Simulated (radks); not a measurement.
The numbers below are computed, except where a source is named.
Valence configurations of Te II (all share [Kr]). Code: a radial shooting solver on a logarithmic mesh with Libxc functionals. Model: Dirac Kohn-Sham, BLYP, spin-unpolarised, spherical densities, point nucleus; open shells fill j = l - 1/2 first. Order these by energy: 4d8 5s1.5 5p5.5; 4d9.5 5s1.5 5p4; 4d9 5s2 5p4; 4d10 5p5; 4d9.5 5s2 5p3.5; 4d10 5s2 5p3; 4d9 5s1 5p5; 4d8 5s2 5p5; 4d10 5s1 5p4; 4d10 5s1.5 5p3.5.

Answer. From the lowest, in eV above it: 4d10 5s2 5p3 0.000; 4d10 5s1.5 5p3.5 5.037; 4d10 5s1 5p4 10.127; 4d9.5 5s2 5p3.5 18.846; 4d10 5p5 20.459; 4d9.5 5s1.5 5p4 24.084; 4d9 5s2 5p4 38.984; 4d9 5s1 5p5 49.898; 4d8 5s2 5p5 83.147; 4d8 5s1.5 5p5.5 88.956. NIST lists [Kr] 4d10 5s2 5p3 as the ground configuration; this level of theory agrees among the configurations tried. The energies are those of spherical spin-averaged densities, not of single terms.
